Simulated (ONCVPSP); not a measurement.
**Ta (Z = 73): excitation energies, all-electron against ONCV**

| Item | Value |
| --- | --- |
| Element | Ta |
| Generator | ONCVPSP 4.0.1 |
| Type | optimised norm-conserving Vanderbilt (ONCV) |
| Functional | PBE |
| Relativity | scalar-relativistic |
| Frozen core | [Kr] 4d10 |
| Valence charge | 27 |
| Reference configuration | 4f14 5s2 5p6 5d3 6s2 |
| Partial waves | 5s+6s: rc 2.05 bohr, ncon 5, nbas 10, qcut 7.2 1/bohr, 2 projectors; 5p: rc 1.80 bohr, ncon 4, nbas 8, qcut 8.9 1/bohr, 2 projectors, debl 1.2 Ha; 5d: rc 2.35 bohr, ncon 3, nbas 8, qcut 6.2 1/bohr, 1 projector; 4f: rc 0.75 bohr, ncon 3, nbas 7, qcut 22.8 1/bohr, local |
| Local potential | the f channel |
| Core correction | Teter function fitted to the true core (icmod 2), fcfact 0.2 |

In the p channel the program set the typed energies aside and used -1.448, 0.250 Ha.

Energies are relative to the spin-unpolarised reference configuration 4f14 5s2 5p6 5d3 6s2; without spin polarisation the order of configurations can differ from experiment.

```csv
valence configuration,charge,ΔE all-electron (eV),error AE − PS (meV)
4f14 5s2 5p6 5d3 6s1,+1,8.468,-3.9
4f14 5s2 5p6 5d2 6s0,+3,47.044,-12
4f13 5s2 5p6 5d3 6s2,+1,33.761,-30
```

Q: What are ΔE and the potential's error for 4f14 5s2 5p6 5d3 6s0?

A: ΔE = 23.440 eV all-electron; the error (AE − PS) is -13 meV.

Levels in the configuration 4f14 5s2 5p6 5d2 6s0:

```json
{"level": "4f", "all-electron (eV)": "-52.865", "pseudo (eV)": "-52.897"}
{"level": "5s", "all-electron (eV)": "-101.035", "pseudo (eV)": "-101.042"}
{"level": "5p", "all-electron (eV)": "-67.145", "pseudo (eV)": "-67.144"}
{"level": "5d", "all-electron (eV)": "-29.129", "pseudo (eV)": "-29.121"}
```

Note: ghosts flagged at negative energy: s at -1193.8 eV, p at -701.8 eV, d at -347.1 eV; GHOST(+) flagged for s at 17.2 eV. A true bound ghost makes a file unfit for plane-wave use.
